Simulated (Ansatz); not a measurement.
Relaxation of CH$_{5}$BClN (9 atoms, charge 0, multiplicity 1), to a largest force component of 0.03 eV/Å in at most 50 steps.

Level of theory: RKS r2SCAN-D4/cc-pVDZ (Ansatz 0.2.0).

```xyz
9
Properties=species:S:1:pos:R:3
B -0.897 -0.826 0.726
Cl -2.828 0.965 -1.033
N 0.185 -0.344 0.328
C 1.481 0.098 -0.019
H -1.560 0.729 -0.760
H -1.920 -1.274 1.094
H 1.594 1.184 0.128
H 1.714 -0.117 -1.075
H 2.232 -0.414 0.611
```

Q: Where does it end, and by what steps?

A: The forces met the threshold. The force dipped under the threshold on the way, but the program's further checks kept it going. After 9 steps the energy has fallen by 0.113 eV; Cl2 moved furthest, 1.17 Å.

| step | energy less start (eV) | largest force component (eV/Å) | accepted |
| --- | --- | --- | --- |
| 0 | 0.0000 | 0.332 | yes |
| 1 | -0.0232 | 0.775 | yes |
| 2 | -0.0466 | 0.542 | yes |
| 3 | -0.0693 | 0.216 | yes |
| 4 | -0.0862 | 0.283 | yes |
| 5 | -0.0997 | 0.171 | yes |
| 6 | -0.1014 | 0.394 | yes |
| 7 | -0.1120 | 0.042 | yes |
| 8 | -0.1130 | 0.026 | yes |
| 9 | -0.1129 | 0.016 | yes |

```xyz
9
Properties=species:S:1:pos:R:3
B -0.872 -1.101 0.985
Cl -1.848 1.460 -1.441
N 0.057 -0.469 0.439
C 1.201 0.167 -0.097
H -1.311 0.582 -0.621
H -1.779 -1.671 1.472
H 1.144 1.260 0.039
H 1.292 -0.032 -1.177
H 2.115 -0.196 0.400
```

Time of the run: 18 s on 2 threads of Intel(R) Xeon(R) Platinum 8488C (Sapphire Rapids) (shared host), peak memory 0.18 GiB.
